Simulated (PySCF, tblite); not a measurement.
Complex of silanol and acetonitrile

A gas-phase complex of silanol and acetonitrile; neutral, singlet. The structure comes from a short search (6 tight-binding starts) and was relaxed by PBE0-D3(BJ)/def2-SVPD; another way of binding may lie lower. No frequency run checks that it is a minimum.

Parts: 1 = silanol (O[SiH3]), atoms 1–6; 2 = acetonitrile (CC#N), atoms 7–12.

Coordinates in Å:
```
O1     -1.019   -0.002   -0.836
Si2     0.391    0.159    0.033
H3     -1.670   -0.629   -0.479
H4      1.204    1.196   -0.661
H5      0.134    0.591    1.444
H6      1.167   -1.121    0.090
C7     -3.972   -3.536    2.069
C8     -3.294   -2.616    1.177
N9     -2.749   -1.882    0.474
H10    -3.379   -4.454    2.180
H11    -4.099   -3.072    3.056
H12    -4.960   -3.794    1.666
```

```csv
contact,kind (by geometry),distance (Å),angle (°)
H3···N9,hydrogen bond,1.908,170
```

Interaction energies are complex less parts, with the parts frozen as they stand in it; counterpoise-corrected, in kcal/mol (PySCF).

(1) Give the interaction energy at each level run.

(2) What holds them together? Decompose the wB97M-D3(BJ)/def2-SVPD energy: frozen parts, their antisymmetrised product, then relaxation.

The orbital term holds the superposition error of 1.5 kcal/mol.

The parts were also relaxed and run alone, at the levels used for the complex: shieldings by PBE0/pcSseg-2; core levels by delta-SCF with SCAN, pcX-2 on the ionised atom and pcseg-1 elsewhere, spin-free X2C (2p3/2 is the spin-free 2p value less a third of a first-order spin-orbit splitting).

Values alone: O1–H3 bond (Å): 0.959; shielding of H3 (ppm): 31.07; shielding of N9 (ppm): -38.2; shielding of O1 (ppm): 323.5; O1 1s core level (eV): 538.74; Si2 2p3/2 core level (eV): 107.72; N9 1s core level (eV): 405.35.

(3) How do these values change when the complex forms?

## Answers

(1) 
```
                 level  interaction  superposition error removed
wB97M-D3(BJ)/def2-SVPD        -6.57                        -1.52
 PBE0-D3(BJ)/def2-SVPD        -7.05                        -1.49
```

(2) electrostatic -10.6, Pauli repulsion +9.4, orbital relaxation -5.8, dispersion correction -1.0 kcal/mol, which sum to the value before the counterpoise correction; the Pauli term holds the exchange-correlation of the frozen density too. Of the attraction, 61 % is electrostatic, 33 % is orbital relaxation, 6 % is dispersion correction.

(3) 
| property | alone | in the complex | change |
| --- | --- | --- | --- |
| O1–H3 bond (Å) | 0.959 | 0.972 | +0.013 |
| shielding of H3 (ppm) | 31.07 | 27.94 | -3.13 |
| shielding of N9 (ppm) | -38.2 | -19.1 | +19.1 |
| shielding of O1 (ppm) | 323.5 | 316.2 | -7.3 |
| O1 1s core level (eV) | 538.74 | 537.36 | -1.38 |
| Si2 2p3/2 core level (eV) | 107.72 | 106.89 | -0.83 |
| N9 1s core level (eV) | 405.35 | 405.90 | +0.55 |

The core-hole state of N9 is spin-contaminated (⟨S²⟩ 0.81 against 0.75 for a pure doublet), so that value and differences from it are less sure.
